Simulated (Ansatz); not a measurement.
Computed with Ansatz on PBE0-D4/def2-TZVP structures; ΔE is electronic, products minus reactants. CCSD(T)/CBS adds triple-zeta CCSD(T) − MP2 to the extrapolated MP2 energy (def2 sets, frozen cores). This one scheme is used for every species, atoms too. Functionals use def2-TZVPP. B3LYP here is the variant with VWN-RPA as its local correlation; programs differ in this. Open shells (•) are unrestricted, without spin–orbit coupling. Spin–orbit coupling would lower the free atoms: a little for C, Cl, Si; clearly for Ga. For Ga outer-core shells are correlated without core-valence functions, so the limit isn't a true one: a few kJ/mol of doubt a bond, and 10 to 20 or more in all where bonds break to atoms. Scalar relativity is left out up to krypton. One conformer a species, not always the lowest.

Consider the atomization: `[SiH3][SiH2][C]1=C[CH2][Ga]1[Cl]` → 3 C• + Cl• + Ga• + 8 H• + 2 Si•.

CCSD(T)/CBS gives +5245.0 kJ/mol.

**Question.** Another level gave +5236.2 kJ/mol. Which?
A. BHLYP/def2-TZVPP
B. PBE/def2-TZVPP
C. B3LYP-D4/def2-TZVPP
D. ωB97M-V/def2-TZVPP

**Answer.** D. ωB97M-V 5236.2, PBE 5263.5, BHLYP 5049.2, B3LYP-D4 5207.4 kJ/mol.

Largest T1 diagnostic among the species: 0.013.

From PBE to PBE0 (25 % exact exchange), in def2-TZVPP and without D4, ΔE moves by −45.5 kJ/mol: exact exchange takes away binding that semilocal exchange gives to molecules. At CCSD(T), def2-SVP lies −285.9 kJ/mol from the extrapolated value and def2-TZVPP −124.0 kJ/mol: correlation converges slowly with the basis, and small sets miss more of it in the bonded molecule than in its fragments.

For atomizations the MP2-based limit and the directly extrapolated one differ by several kJ/mol either way, and by 10 to 25 for some Ge, Se and Sn compounds, so smaller differences from it don't rank the levels.
